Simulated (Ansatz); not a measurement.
Molecule: C2H2N2O2Si, charge 0, multiplicity 1. 
Coordinates optimised at B3LYP-D3(BJ)/def2-TZVP (Ansatz, a program for electronic structure):
```
Si
N 1 1.7035
C 2 1.1949 1 165.98
O 3 1.1660 1 173.25 2 179.73
N 1 1.7035 2 110.34 3 22.25
C 5 1.1949 1 165.98 2 22.25
O 6 1.1660 1 173.25 2 21.29
H 1 1.4701 2 108.42 3 141.39
H 1 1.4701 8 111.91 2 -120.10
```
Charge 0, spin multiplicity 1.

Quantity: vertical ionisation energy (to the doublet state of charge +1; each state is the SCF solution reached for its spin; the UHF <S^2> is 0.92 for the doublet (pure: 0.75)), in eV. Cores are frozen in the correlated levels unless marked. Open shells are spin-unrestricted. Spin-orbit coupling is left out. Non-relativistic. CBS(X,Y): correlation extrapolated as X^-3; Hartree-Fock from the larger set. [CCSD(T)-MP2]/basis is that difference in the basis named.

| level | program | vertical ionisation energy (eV) |
|---|---|---|
| SVWN5/def2-TZVPD | Ansatz | 10.33 |
| PBE/def2-TZVPD | Ansatz | 10.16 |
| r2SCAN/def2-TZVPD | Ansatz | [?] |
| B3LYP/def2-TZVPD | Ansatz | 10.65 |
| PBE0/def2-TZVPD | Ansatz | 10.70 |
| wB97M-V/def2-TZVPD | Ansatz | [?] |
| wB97X-V/def2-TZVPD | Ansatz | 11.17 |
| B2PLYP/def2-TZVPD | Ansatz | 10.93 |
| CCSD/aug-cc-pV(D+d)Z | Ansatz | [?] |
| CCSD/aug-cc-pV(T+d)Z | Ansatz | [?] |
| RI-MP2/CBS(aug-cc-pV(T+d)Z,aug-cc-pV(Q+d)Z)+[CCSD(T)-MP2]/aug-cc-pV(T+d)Z | Ansatz | 11.51 |

Task: Complete the blanks.

Result: 
- r2SCAN/def2-TZVPD, vertical ionisation energy (eV): 10.36
- wB97M-V/def2-TZVPD, vertical ionisation energy (eV): 11.10
- CCSD/aug-cc-pV(D+d)Z, vertical ionisation energy (eV): 11.16
- CCSD/aug-cc-pV(T+d)Z, vertical ionisation energy (eV): 11.33
